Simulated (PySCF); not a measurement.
[OsO2F3]+ relaxed at several levels

Computed with PySCF 2.14.0, def2-SVP on the ligands, density fitting, scalar-relativistic core potentials, no spin-orbit coupling, vacuum. Each row is relaxed at its own level from the same template. Distances are means of the shortest metal–ligand contacts, charges and spins Mulliken's.

```tsv
level	basis on the metal	point group	M–O (Å)	M–F (Å)	charge on M (e)	HOMO–LUMO gap (eV)	strongest infrared band, degenerate modes summed (cm⁻¹)	unstable modes (below −25 cm⁻¹)
PBE0	def2-SVP with ECP60	C2v	1.653	1.822	1.73	5.36	767	0
```

(1) What does the calculation give for r2SCAN, def2-SVP with ECP60?

One start shape was tried for each, so a minimum needn't be the lowest isomer.

Answers

(1) point group: C2v, M–O (Å): 1.672, M–F (Å): 1.831, charge on M (e): 1.70, HOMO–LUMO gap (eV): 3.18, unstable modes (below −25 cm⁻¹): not given.
```xyz
6

Os    0.0580    0.0000    0.0458
O     0.2044    0.0000    1.7114
O     1.5939    0.0000   -0.6145
F    -0.1851    1.8062   -0.0925
F    -1.5220    0.0000   -0.8951
F    -0.1851   -1.8062   -0.0925
```
